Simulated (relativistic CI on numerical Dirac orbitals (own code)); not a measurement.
**Hyperfine structure of Ir¹¹⁺, mass number 191**

Method of calculation: Dirac-Coulomb-Breit CI, orbitals from a KLI potential per configuration, a model potential for QED, unscaled Slater integrals (own radial code, finite nucleus).

Configuration list (outside the closed core [Kr] 4d10): 4f14 5s2 5p4, 4f13 5s2 5p5, 4f14 5s 5p5, 4f14 5s2 5p3 5d, 4f14 5s 5p4 5d, 4f14 5s2 5p3 5f, 4f13 5s2 5p4 5d, 4f14 5s2 5p3 5g, 4f14 5s2 5p3 6s, 4f14 5p6, 4f13 5p6 5d. Double excitations out of closed p, d and f shells are left out; levels of such configurations are missing from the list, as are those of other unlisted configurations, and high levels can miss mixing partners.

Nuclear spin I = 3/2, μ = 0.1502 μN, Q = 0.816 b (tables of Stone and Pyykkö). The electronic factors are computed for point nuclear moments, without core polarisation or the Bohr-Weisskopf and QED corrections.

```csv
Level,E (cm⁻¹),A (MHz),B (MHz)
4f14 5s2 5p4 3P_2,0.0,957.9,4260
4f14 5s2 5p4 3P_1,125581.9,-1083,-7890
4f14 5s2 5p4 1D_2,140868.4,3023,-19800
4f13 5s2 5p5 3F_4,234562.6,341.1,6420
4f13 5s2 5p5 1F_3,236059.6,208.4,13500
4f13 5s2 5p5 3G_5,241127.2,423.5,-19600
4f13 5s2 5p5 1D_2,255559.1,-165.9,-6630
4f13 5s2 5p5 3F_3,256830.9,518.1,4280
```

Levels with J = 0, under 50 % of one LS term, or S terms without an open s electron are left out. Small factors come from cancelling terms and can be off by tens of per cent or more.

At this charge transitions that keep the count of f electrons are usually good to a few per cent. Levels and lines within the n = 5 or 6 shells can be off by up to 10 % or somewhat more, and those that change n by about 2 %, since core polarisation is missing. Levels that differ in their count of f electrons can be misplaced by several ten thousand cm⁻¹, since the correlation energy of f electrons is missing or only estimated; rates across such gaps can be off by orders of magnitude.

Question: Give the hyperfine levels of 4f14 5s2 5p4 3P_1 relative to its centre of gravity.

Answer: With K = F(F + 1) − I(I + 1) − J(J + 1), E = AK/2 + B[¾K(K + 1) − I(I + 1)J(J + 1)]/[2I(2I − 1)J(2J − 1)]: F = 1/2: -7155, F = 3/2: 8972, F = 5/2: -3596 MHz.

LS names give the leading component of a level, which can be under half, so a name can repeat, a term be missing and a line seem to break the LS rules.
